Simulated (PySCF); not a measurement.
Isomers of C5H6F3NSi, mass 165.022 u with the commonest isotopes. The calculation used PBE0/pcSseg-1 in PySCF (dipole) on a GFN2-xTB geometry, gas phase. One conformer each, none proved a minimum here; rigid rotors.

Question: Order these by out-of-plane moment Σ m c² = (Ia + Ib − Ic)/2, largest first.
A. `[F:1][C:2]([F:3])([F:4])[SiH2:5][n:6]1[cH:7][cH:8][cH:9][cH:10]1` with C2–Si5–N6–C7 162°
B. `[N:1]#[C:2][C@H:3]1[CH2:4][Si@H:5]([C:6]([F:7])([F:8])[F:9])[CH2:10]1` with C2–C3–C4–Si5 106°, C3–C4–Si5–C6 120°, C4–Si5–C10–C3 -9°, C2–C3–C10–Si5 -105°
C. `[N:1]#[C:2][CH2:3][SiH2:4][CH2:5][C:6]([F:7])=[C:8]([F:9])[F:10]` with C2–C3–Si4–C5 -57°, C3–Si4–C5–C6 -177°, Si4–C5–C6–F7 -67°

Answer: C (85.69 u·Å²), B (77.48 u·Å²), A (50.61 u·Å²).

Question: Order these by dipole moment, largest first.
A. `[N:1]#[C:2][C@H:3]1[CH2:4][Si@H:5]([C:6]([F:7])([F:8])[F:9])[CH2:10]1` with C2–C3–C4–Si5 106°, C3–C4–Si5–C6 120°, C4–Si5–C10–C3 -9°, C2–C3–C10–Si5 -105°
B. `[N:1]#[C:2][CH2:3][SiH2:4][CH2:5][C:6]([F:7])=[C:8]([F:9])[F:10]` with C2–C3–Si4–C5 -57°, C3–Si4–C5–C6 -177°, Si4–C5–C6–F7 -67°
C. `[F:1][C:2]([F:3])([F:4])[SiH2:5][n:6]1[cH:7][cH:8][cH:9][cH:10]1` with C2–Si5–N6–C7 162°

Answer: B (3.57 D), C (2.17 D), A (1.67 D).

Question: Order these by radius of gyration √(Σ m r²/M), largest first.
A. `[N:1]#[C:2][C@H:3]1[CH2:4][Si@H:5]([C:6]([F:7])([F:8])[F:9])[CH2:10]1` with C2–C3–C4–Si5 106°, C3–C4–Si5–C6 120°, C4–Si5–C10–C3 -9°, C2–C3–C10–Si5 -105°
B. `[N:1]#[C:2][CH2:3][SiH2:4][CH2:5][C:6]([F:7])=[C:8]([F:9])[F:10]` with C2–C3–Si4–C5 -57°, C3–Si4–C5–C6 -177°, Si4–C5–C6–F7 -67°
C. `[F:1][C:2]([F:3])([F:4])[SiH2:5][n:6]1[cH:7][cH:8][cH:9][cH:10]1` with C2–Si5–N6–C7 162°

Answer: B (2.706 Å), A (2.457 Å), C (2.316 Å).

| SMILES | point group | Ia (u·Å²) | Ib (u·Å²) | Ic (u·Å²) | κ | μa (D) | μb (D) | μc (D) |
| --- | --- | --- | --- | --- | --- | --- | --- | --- |
| FC(F)(F)[SiH2]n1cccc1 | C1 | 189.87 | 746.04 | 834.70 | -0.93 | 0.96 | 1.90 | 0.41 |
| N#CC[SiH2]CC(F)=C(F)F | C1 | 214.58 | 1079.74 | 1122.93 | -0.98 | 0.08 | 2.48 | 2.57 |
| N#C[C@H]1C[Si@H](C(F)(F)F)C1 | Cs | 169.02 | 904.81 | 918.86 | -0.99 | 1.19 | 0.01 | 1.17 |
